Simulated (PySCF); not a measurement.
Compound: C₇H₉BO₃S.
Z-matrix (Å and degrees, PBE0-D3(BJ)/def2-SVP geometry), rows numbered from 1:
```
C 
S   1  1.8184
O   2  1.5021  1  105.59
C   2  1.8083  1   96.10  3  -109.03
C   4  1.3944  2  121.64  1   -76.76
C   5  1.3910  4  118.88  2  -178.34
C   6  1.4052  5  121.26  4     0.93
B   7  1.5721  6  119.59  5   179.96
O   8  1.3631  7  123.79  6  -179.80
O   8  1.3581  7  118.04  6     0.40
C   7  1.4020  6  118.03  5     0.23
C   4  1.3894  2  116.73  1   106.67
H   1  1.0990  2  110.48  3   172.49
H   1  1.0986  2  107.68  3    50.60
H   1  1.0986  2  106.19  3   -67.64
H   5  1.0941  4  120.70  2     1.59
H   6  1.0926  5  119.95  4  -179.51
H   9  0.9608  8  114.01  7     0.45
H  10  0.9634  8  111.54  7  -179.91
H  11  1.0958  7  120.44  6   179.38
H  12  1.0938  4  118.27  2    -1.47
```

Computed, not measured: PBE0-D3(BJ)/def2-SVP geometry optimisation, gas phase (PySCF).

Masses are those of the commonest isotopes; rigid-rotor values at the optimised geometry. The values belong to one conformer with, in the numbering `[CH3:1][S@:2](=[O:3])[c:4]1[cH:5][cH:6][c:7]([B:8]([OH:9])[OH:10])[cH:11][cH:12]1`, C1–S2–C4–C5 -77°, C7–B8–O9–H 0°, C7–B8–O10–H 180°.

(1) What are A, B and C (GHz)?

(2) Classify the top.

(3) What does the inertial defect say?

(4) Which lines would a microwave search look for?

Answers

(1) Ia = 213.02, Ib = 1379.48, Ic = 1517.46 u·Å²; 505379 MHz·u·Å²/I gives 2372, 366.4 and 333.0 MHz, that is A = 2.3724, B = 0.3664, C = 0.3330 GHz.

(2) A near-prolate asymmetric top; Ray's κ = -0.967.

(3) Not planar: Δ = Ic − Ia − Ib = -75.04 u·Å². For a rigid frame Δ = −2 Σ m c², so Σ m c² = 37.52 u·Å² lies off the ab plane: 8.58 from hydrogen and 28.94 from heavier atoms. The atom farthest from that plane is 2.04 Å away.

(4) The dipole components are |μa| = 1.94 D, |μb| = 1.79 D, |μc| = 1.38 D. The squared components, which scale the intensities, stand as 1.00 : 0.86 : 0.51 (a : b : c). Some lines, for components of 0.1 D or more:

```json
{"type": "a", "branch": "Q", "J(Ka,Kc)": "5(1,4) ← 5(1,5)", "MHz": "500", "lower level (cm⁻¹)": "0.409"}
{"type": "b", "branch": "R", "J(Ka,Kc)": "4(0,4) ← 3(1,3)", "MHz": "869", "lower level (cm⁻¹)": "0.204"}
{"type": "b", "branch": "R", "J(Ka,Kc)": "5(0,5) ← 4(1,4)", "MHz": "1628", "lower level (cm⁻¹)": "0.295"}
{"type": "c", "branch": "Q", "J(Ka,Kc)": "3(1,3) ← 3(0,3)", "MHz": "1925", "lower level (cm⁻¹)": "0.140"}
{"type": "c", "branch": "Q", "J(Ka,Kc)": "2(1,2) ← 2(0,2)", "MHz": "1973", "lower level (cm⁻¹)": "0.070"}
{"type": "b", "branch": "Q", "J(Ka,Kc)": "2(1,1) ← 2(0,2)", "MHz": "2073", "lower level (cm⁻¹)": "0.070"}
{"type": "b", "branch": "Q", "J(Ka,Kc)": "3(1,2) ← 3(0,3)", "MHz": "2124", "lower level (cm⁻¹)": "0.140"}
{"type": "a", "branch": "R", "J(Ka,Kc)": "4(0,4) ← 3(0,3)", "MHz": "2793", "lower level (cm⁻¹)": "0.140"}
{"type": "a", "branch": "R", "J(Ka,Kc)": "4(3,2) ← 3(3,1)", "MHz": "2798", "lower level (cm⁻¹)": "0.747"}
{"type": "a", "branch": "R", "J(Ka,Kc)": "5(1,5) ← 4(1,4)", "MHz": "3412", "lower level (cm⁻¹)": "0.295"}
{"type": "a", "branch": "R", "J(Ka,Kc)": "5(2,4) ← 4(2,3)", "MHz": "3496", "lower level (cm⁻¹)": "0.503"}
{"type": "a", "branch": "R", "J(Ka,Kc)": "5(4,1) ← 4(4,0)", "MHz": "3498", "lower level (cm⁻¹)": "1.313"}
{"type": "a", "branch": "R", "J(Ka,Kc)": "5(3,3) ← 4(3,2)", "MHz": "3498", "lower level (cm⁻¹)": "0.841"}
{"type": "a", "branch": "R", "J(Ka,Kc)": "5(1,4) ← 4(1,3)", "MHz": "3578", "lower level (cm⁻¹)": "0.306"}
{"type": "c", "branch": "R", "J(Ka,Kc)": "3(1,2) ← 2(0,2)", "MHz": "4221", "lower level (cm⁻¹)": "0.070"}
{"type": "b", "branch": "R", "J(Ka,Kc)": "5(1,5) ← 4(0,4)", "MHz": "5273", "lower level (cm⁻¹)": "0.233"}
{"type": "c", "branch": "Q", "J(Ka,Kc)": "4(2,3) ← 4(1,3)", "MHz": "5902", "lower level (cm⁻¹)": "0.306"}
{"type": "b", "branch": "R", "J(Ka,Kc)": "3(2,1) ← 2(1,2)", "MHz": "8218", "lower level (cm⁻¹)": "0.136"}
{"type": "b", "branch": "R", "J(Ka,Kc)": "5(2,4) ← 4(1,3)", "MHz": "9398", "lower level (cm⁻¹)": "0.306"}
{"type": "c", "branch": "R", "J(Ka,Kc)": "5(2,3) ← 4(1,3)", "MHz": "9413", "lower level (cm⁻¹)": "0.306"}
{"type": "b", "branch": "R", "J(Ka,Kc)": "5(2,3) ← 4(1,4)", "MHz": "9746", "lower level (cm⁻¹)": "0.295"}
{"type": "b", "branch": "Q", "J(Ka,Kc)": "5(3,3) ← 5(2,4)", "MHz": "10117", "lower level (cm⁻¹)": "0.620"}
{"type": "b", "branch": "R", "J(Ka,Kc)": "3(3,0) ← 2(2,1)", "MHz": "12212", "lower level (cm⁻¹)": "0.340"}
{"type": "b", "branch": "R", "J(Ka,Kc)": "5(3,3) ← 4(2,2)", "MHz": "13607", "lower level (cm⁻¹)": "0.503"}
{"type": "c", "branch": "R", "J(Ka,Kc)": "4(4,0) ← 3(3,0)", "MHz": "16957", "lower level (cm⁻¹)": "0.747"}
```

No PBE0-D3(BJ)/def2-SVP frequencies stand behind this structure, so it isn't proved a minimum. Zero-point vibration and centrifugal distortion are left out. A rigid rotor knows nothing of internal rotation, which can split or shift real lines. Quadrupole hyperfine structure (11B) is left out.
